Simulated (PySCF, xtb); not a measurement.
C4H4BNO, SMILES N#CC1=CCB1O.

GFN2-xTB (xtb) at its own geometry gives an orbital gap of 3.33 eV and a dipole moment of 6.24 D.

The structure is a stationary point at PBE0-D3(BJ)/def2-SVP. This is a generated structure with no PubChem entry under its InChIKey; it may be hypothetical. The values are those of a single conformer.

Problem. What does PBE/def2-TZVP in PySCF give? (Estimate from the structure and the level; the computed values follow.)

Solution. gap 4.16 eV (levels -6.97 and -2.81 eV), dipole 5.82 D.
